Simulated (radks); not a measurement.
Effect of the nuclear size on the mercury ion Hg+, [Xe] 4f14 5d10 6s1. Calculated with a radial shooting solver on a logarithmic mesh with Libxc functionals: Dirac Kohn-Sham, BLYP, spin-unpolarised, spherical densities, finite nucleus; Fermi nuclear charge, rms radius 5.4648 fm. The rms radius is varied about that value; shifts are against it.

rms radius (fm) = 4.8473: total energy shift (eV) -22.9; density at nucleus (e/bohr^3) 2.442e+06; 1s1/2 shift (meV) -9170; 2s1/2 shift (meV) -1370; 4p1/2 shift (meV) -1.72; 5s1/2 shift (meV) -15.8; 5p1/2 shift (meV) -0.031; 6s1/2 shift (meV) -1.53; 6p1/2 (empty) shift (meV) 0.112
rms radius (fm) = 5.0222: total energy shift (eV) -16.6; density at nucleus (e/bohr^3) 2.407e+06; 1s1/2 shift (meV) -6640; 2s1/2 shift (meV) -990; 4p1/2 shift (meV) -1.25; 5s1/2 shift (meV) -11.5; 5p1/2 shift (meV) -0.023; 6s1/2 shift (meV) -1.11; 6p1/2 (empty) shift (meV) 0.081
rms radius (fm) = 5.4648: total energy shift (eV) 0; density at nucleus (e/bohr^3) 2.325e+06; 1s1/2 shift (meV) 0.000; 2s1/2 shift (meV) 0.000; 4p1/2 shift (meV) 0.000; 5s1/2 shift (meV) 0.000; 5p1/2 shift (meV) 0.000; 6s1/2 shift (meV) 0.000; 6p1/2 (empty) shift (meV) 0.000
rms radius (fm) = 5.9512: total energy shift (eV) 19.2; density at nucleus (e/bohr^3) 2.244e+06; 1s1/2 shift (meV) 7670; 2s1/2 shift (meV) 1140; 4p1/2 shift (meV) 1.45; 5s1/2 shift (meV) 13.2; 5p1/2 shift (meV) 0.029; 6s1/2 shift (meV) 1.28; 6p1/2 (empty) shift (meV) -0.094
rms radius (fm) = 6.6944: total energy shift (eV) 50.3; density at nucleus (e/bohr^3) 2.138e+06; 1s1/2 shift (meV) 20100; 2s1/2 shift (meV) 3000; 4p1/2 shift (meV) 3.82; 5s1/2 shift (meV) 34.7; 5p1/2 shift (meV) 0.079; 6s1/2 shift (meV) 3.36; 6p1/2 (empty) shift (meV) -0.245

Slopes of the eigenvalues against <r^2> in GHz/fm^2, as finite differences over the two radii next to the reference (eigenvalue slopes, not the field-shift constants of lines): 1s1/2 340000, 2s1/2 50600, 4p1/2 63.9, 5s1/2 586, 5p1/2 1.23, 6s1/2 56.7, 6p1/2 (empty) -4.15.
